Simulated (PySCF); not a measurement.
# Working out the excitation energy of Be

Be [He] 2s2 (1S) → Be [He] 2p2 (3P). Computed with PySCF 2.14 in aug-cc-pVDZ-DK (4s3p2d, 23 functions), with scalar relativity by spin-free X2C-1e. Frozen: 1s2. Energies in hartree (1 hartree = 27.21139 eV):

| part | Be (lower) | Be (upper) |
| --- | --- | --- |
| UHF | -14.574886 | -14.336929 |
| CCSD correlation | -0.044504 | -0.008275 |
| (T) | 0.000000 | 0.000000 |

Problem. What does Hartree-Fock give?

Solution. (-14.336929) − (-14.574886) = 0.237957 hartree = 6.475 eV.

Problem. What do CCSD and CCSD(T) give?

Solution. The CCSD correlation energies differ by 0.036229 hartree = 0.986 eV and the triples by 0.000000 hartree = 0.000 eV, so CCSD gives 7.461 eV and CCSD(T) 7.461 eV.

Measured between the centres of the two terms (NIST): 7.401 eV, so CCSD(T) (valence) is off by 0.060 eV.

A double-zeta basis recovers only part of the correlation energy.

What remains against the reference includes basis incompleteness, the frozen core and higher excitations.
